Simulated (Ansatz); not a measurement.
Consider the cleavage of the Ge–Si bond: `Cl[SiH2][GeH3]` + `O[SiH](O)O` → `O[SiH](O)[O][GeH3]` + `[SiH3]Cl`.

Gas-phase electronic energies from Ansatz, PBE0-D4/def2-TZVP geometries. CCSD(T)/CBS is the MP2 limit (def2-TZVPP, def2-QZVPP) plus CCSD(T) − MP2 in def2-TZVPP, frozen cores. This one scheme is used for every species. DFT in def2-TZVPP. B3LYP here is the variant with VWN-RPA as its local correlation; programs differ in this. For Ge outer-core shells are correlated without core-valence functions, which leaves a few kJ/mol of doubt a bond. Scalar relativity is left out up to krypton. One conformer a species, not always the lowest.

`Cl[SiH2][GeH3]`:

Z-matrix (Å, degrees):
```
Si
Ge 1 2.377
Cl 1 2.062 2 109.1
H 1 1.484 2 111.5 3 -118.9
H 1 1.484 2 111.5 3 118.9
H 2 1.538 1 109.9 3 179.8
H 2 1.536 1 110.0 3 59.9
H 2 1.536 1 110.0 3 -60.3
```

`O[SiH](O)O`:

Z-matrix (Å, degrees):
```
Si
O 1 1.641
O 1 1.633 2 105.0
O 1 1.630 2 114.4 3 -119.5
H 1 1.476 2 110.6 3 122.9
H 2 0.958 1 117.9 3 -173.6
H 3 0.958 1 116.6 2 25.4
H 4 0.959 1 117.6 2 72.3
```

`O[SiH](O)[O][GeH3]`:

Z-matrix (Å, degrees):
```
Si
O 1 1.637
O 1 1.627 2 107.4
O 1 1.634 2 108.4 3 123.0
H 1 1.476 2 112.6 3 -121.2
H 2 0.958 1 116.4 3 24.0
Ge 3 1.780 1 133.5 2 168.5
H 4 0.959 1 117.3 2 -37.6
H 7 1.537 3 108.8 1 40.2
H 7 1.536 3 108.0 1 -80.7
H 7 1.533 3 105.4 1 160.0
```

`[SiH3]Cl`:

Z-matrix (Å, degrees):
```
Si
Cl 1 2.054
H 1 1.481 2 108.5
H 1 1.481 2 108.5 3 -120.0
H 1 1.481 2 108.5 3 120.0
```

```csv
level,ΔE (kJ/mol),difference from CCSD(T)/CBS
PBE-D4,-3.2,17.2
r2SCAN-D4,-15.7,4.7
PBE0-D4,-7.9,12.5
B3LYP-D4,-21.6,-1.2
ωB97X-V,-24.3,-3.9
ωB97M-V,-22.0,-1.6
B2PLYP,-26.2,-5.8
PBE,-2.7,17.7
r2SCAN,-15.4,5.0
PBE0,-7.5,12.9
B3LYP,-21.1,-0.7
HF/def2-TZVPP,-47.0,-26.6
MP2/def2-TZVPP,-28.7,-8.3
SCS-MP2/def2-TZVPP,-36.0,-15.6
CCSD/def2-TZVPP,-27.7,-7.3
CCSD(T)/def2-TZVPP,-26.1,-5.7
HF/def2-QZVPP,-48.9,-28.5
MP2/def2-QZVPP,-26.1,-5.7
SCS-MP2/def2-QZVPP,-33.8,-13.4
HF/CBS(def2),-49.2,-28.8
MP2/CBS(def2),-23.1,-2.7
CCSD/CBS(def2),-22.0,-1.6
CCSD(T)/CBS,-20.4,0
```

Largest T1 diagnostic among the species: 0.012.

In def2-TZVPP, CCSD(T) changes the Hartree–Fock value by +21.0 kJ/mol (the triples alone add +1.6 kJ/mol) and MP2 by +18.3 kJ/mol. From PBE to PBE0 (25 % exact exchange), in def2-TZVPP and without D4, ΔE moves by −4.8 kJ/mol.
